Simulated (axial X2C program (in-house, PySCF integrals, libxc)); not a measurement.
## What spin–orbit coupling does to BeSi⁺

Calculated with an axial X2C code built on PySCF integrals. Spin-free means the one-electron spin-free X2C Hamiltonian; two-component (2c) means X2C with spin–orbit coupling and atomic mean-field two-electron Coulomb and Gaunt terms, so the difference of the two also holds small scalar two-electron terms. Basis: Si dyall-v3z [8s7p2d1f], Be dyall-cv3z [8s8p3d1f] (cores contracted in-house); Gaussian nuclei, density fitting, unrestricted open shells. Masses: Si 27.977 u, Be 9.012 u.

Spin-free state: M_S = 1/2, Λ = 1 (beyond evenly filled blocks: π+α); fragments Si+ + Be.

```csv
level,Re (Å),ωe (cm⁻¹),De (eV),μ (D)
PBE0,2.282,464.4,2.135,4.57
B3LYP,2.287,455.4,1.977,4.44
```

Dipoles are positive if Be is the positive end and refer to the centre of mass.

(1) Within this multiplet, which Ω should lie lowest by the rule for regular and inverted multiplets?

Two-component determinant lowest at the distance of the search:

Ω = 1/2 (⟨Sz⟩ = -0.50, ⟨Lz⟩ = 1.00 at PBE0); fragments Si+ + Be.

```tsv
level	Re (Å)	ωe (cm⁻¹)	De (eV)	μ (D)
PBE0	2.284	463.4	2.143	4.57
B3LYP	2.288	454.4	1.985	4.43
```

(2) From the two tables, how do the constants change at the PBE0 level (2c against spin-free)?

The state is a single determinant with fixed occupations, the lowest that a limited PBE0 search found. De is counted from the lowest determinant-based energies of the atoms at the same level, without counterpoise correction. Density functionals use the spin component along the axis (collinear). In 2c an atomic determinant is not the ground J level, so De misses part of the atomic spin–orbit lowering. This holds for PBE0, B3LYP. The functionals have no current-density term, which raises determinants with orbital currents, atoms included.

## Answers

(1) The open π shell holds one electron, so the multiplet is regular: Ω = Λ − 1/2 = 1/2. The PBE0 2c search agrees, though Ω = 3/2 of the search lies only 0.02 eV higher.

(2) At the PBE0 level Re increases by 0.002 Å and ωe drops by 1.0 cm⁻¹; De is not compared, since the atomic limits differ or miss part of their spin–orbit lowering.
